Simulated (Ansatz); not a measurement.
An input meant for GeCl₂ (charge 0, singlet; with a point charge).

```yaml
crystal:
  periodic: [false, false, false]
  atoms:
    - {symbol: Ge, position_ang: [0.011143, -0.015789, -2.067281]}
    - {symbol: Cl, position_ang: [3.725734, -0.042697, 1.054182]}
    - {symbol: Cl, position_ang: [-3.736877, 0.058485, 1.013099]}
basis:
  gaussian: {orbitals: pcseg-2, point_charges: [{charge: -1.00, position_ang: [6.529, -0.218, -0.668]}]}
hamiltonian: {xc: {name: PBE0}}
scf: {omitted_lower_state_checks: [starts]}
output: {forces: true}
```

```sh
$ ansatz run in.yaml --threads 2 --pin off --events-out ev --progress --plain --max-ram 31744MiB --backend cpu
```

It prints (some lines left out):

```
Functional definition: PBE0
731 factors; integrals over basis functions are off by at most 3.6e-4 eV
mean field evaluation 1: about -81531.9313 eV, gradient 3.9e1 eV
mean field evaluation 2: about -81072.7619 eV, gradient 2.4e2 eV
mean field evaluation 4: about -81330.9618 eV, gradient 1.0e2 eV
mean field evaluation 8: about -81543.2753 eV, gradient 1.1e0 eV
mean field evaluation 16: about -81543.2862 eV, gradient 2.2e-5 eV
mean field -81543.28616464 eV, -2996.6604945260 hartree, gradient 6.0e-6 eV, S^2 0.000000; 0 other end points of the search recorded, 0 dependent functions left out
reference -81543.28619574 eV, -2996.6604956689 hartree; 33, 33 occupied and 78, 78 virtual orbitals, 731 factors
Total energy: -81543.28619574 eV, -2996.6604956689 hartree
Atom 0 at     0.011143    -0.015789    -2.067281 Å, force     0.027809     0.002875     0.701892 eV/Å
Atom 1 at     3.725734    -0.042697     1.054182 Å, force    -0.238016    -0.002419    -0.351097 eV/Å
Atom 2 at    -3.736877     0.058485     1.013099 Å, force     0.359329    -0.007325    -0.364885 eV/Å
Dipole moment:     1.713496    -0.043437    -1.993189 e Å
Checks for a lower state left out: starts
```

In this input the geometry is stretched to more than twice its size. Self-consistency was reached. The result belongs to that input, not to the species as meant.
